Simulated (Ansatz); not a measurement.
`[F][Sn]([F])([F])[SeH]` and `[F][Sn]([F])([F])[Cl]` differ in one atom or group.

Ansatz, PBE0-D4/def2-TZVP geometries, multiplicity 1. Each molecule was computed in one conformer, which needn't be the lowest.

Elements past krypton have def2 core potentials. Scalar relativity is left out up to krypton.

| property | `[F][Sn]([F])([F])[SeH]` |
| --- | --- |
| LUMO energy (PBE0/def2-TZVPP) / eV | -2.99 |
| HOMO energy (PBE0/def2-TZVPP) / eV | -8.54 |
| HOMO energy (B3LYP/def2-TZVPP) / eV | -8.29 |
| size of the dipole moment (PBE/def2-TZVPP) / D | 3.51 |
| HOMO energy (PBE/def2-TZVPP) / eV | -7.29 |
| LUMO energy (B3LYP/def2-TZVPP) / eV | -3.32 |

(1) What does the change do to each property? (An estimate is asked.)

Results:

(1) Computed: 
| property | `[F][Sn]([F])([F])[Cl]` | shift |
| --- | --- | --- |
| LUMO energy (PBE0/def2-TZVPP) / eV | -3.40 | -0.41 |
| HOMO energy (PBE0/def2-TZVPP) / eV | -10.64 | -2.10 |
| HOMO energy (B3LYP/def2-TZVPP) / eV | -10.34 | -2.05 |
| size of the dipole moment (PBE/def2-TZVPP) / D | 1.42 | -2.09 |
| HOMO energy (PBE/def2-TZVPP) / eV | -9.09 | -1.80 |
| LUMO energy (B3LYP/def2-TZVPP) / eV | -3.76 | -0.44 |

With PBE0 the HOMO falls by 2.10 eV and the LUMO falls by 0.41 eV, so the gap widens by about 1.69 eV. PBE moves the HOMO by -1.80 eV and ωB97M-V by -2.23 eV. The zero-point energy changes by -17.3 kJ/mol with -3 modes. Dipoles are sizes alone; their direction can turn.

B3LYP here is the variant with VWN-RPA as its local correlation; programs differ in this.

Spin–orbit coupling is left out; it splits and shifts lone-pair levels of the heavy atoms by tenths of an eV.
